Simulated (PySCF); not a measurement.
**Electronic structure of Bi (bismuth, neutral) at the UHF level**

Configuration: [Xe] 4f14 5d10 6s2 6p2 7s1, high-spin 4P determinant (an excited configuration). Calculation: PySCF 2.14, in aug-cc-pVTZ-PP with ECP60MDF (6s5p4d2f, 55 functions); a scalar-relativistic core potential.

| Item | Value |
| --- | --- |
| Total energy | -213.402281 hartree |
| One-electron energy | -369.9454 hartree |
| Hartree (Coulomb) energy | 172.5366 hartree |
| Exchange energy | -15.9934 hartree |
| ⟨S²⟩ | 3.7576 |
| ⟨L²⟩ | 2.025 |
| Sum of ⟨r⟩ | 36.18 bohr |
| Sum of ⟨r²⟩ | 95.14 bohr² |
| Traceless quadrupole moment −½Σ⟨3z² − r²⟩ along its main axis | 2.62 e·bohr² |

| shell | electrons | mean orbital energy (eV) | spread (eV) | rms radius, mean of both spins (bohr) |
| --- | --- | --- | --- | --- |
| 5s α | 1 | -185.53 | 0 | 0.899 |
| 5s β | 1 | -185.24 | 0 | 0.899 |
| 5p α | 3 | -119.53 | 0.209 | 1.02 |
| 5p β | 3 | -119.32 | 0.566 | 1.02 |
| 5d α | 5 | -39.376 | 0.423 | 1.32 |
| 5d β | 5 | -39.051 | 0.705 | 1.32 |
| 6s α | 1 | -23.360 | 0 | 2.32 |
| 6s β | 1 | -19.254 | 0 | 2.32 |
| 6p α | 2 | -11.061 | 0 | 3.08 |
| 7s α | 1 | -3.041 | 0 | 6.33 |

Energies and moments cover only the electrons outside the core potential. Spin-orbit coupling is strong in this species (close to jj coupling), so the high-spin LS determinant is a model state, not a physical level. The outer electron is Rydberg-like, and this basis confines it to a smaller radius and binds it less than a complete one would.
